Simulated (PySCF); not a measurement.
All values below come from PySCF with PBE-D3(BJ)/def2-TZVP // B3LYP-D3(BJ)/def2-TZVP. Isolated molecules, 0 K electronic values unless said otherwise. One relaxed conformer stands for a flexible species; it need not be the lowest. Excitations are Tamm–Dancoff values on a coarser integration grid. The basis has no diffuse functions, so Rydberg states are missing or too high.

Reference species (SMILES): `S[Si](Br)(Br)Br` (H–S–Si–Br torsion 60°) (neutral, multiplicity 1).

```yaml
S1–T1 gap (TDA): 0.25 eV
HOMO–LUMO gap: 4.44 eV
LUMO: -2.37 eV
S1 oscillator strength: 0.002
```

Changed species: `S[Si](S)(S)Br` (3 of 4 Br replaced by SH; the reference has 1 of 4 Br replaced by SH).

Task: Predict the effect on the S1–T1 gap (TDA), HOMO–LUMO gap, LUMO and S1 oscillator strength.

Result: the S1–T1 gap (TDA) increases by 0.03 eV, to 0.28 eV; the HOMO–LUMO gap goes up by 0.30 eV, to 4.74 eV; the LUMO goes up by 0.62 eV, to -1.75 eV; the S1 oscillator strength hardly moves.
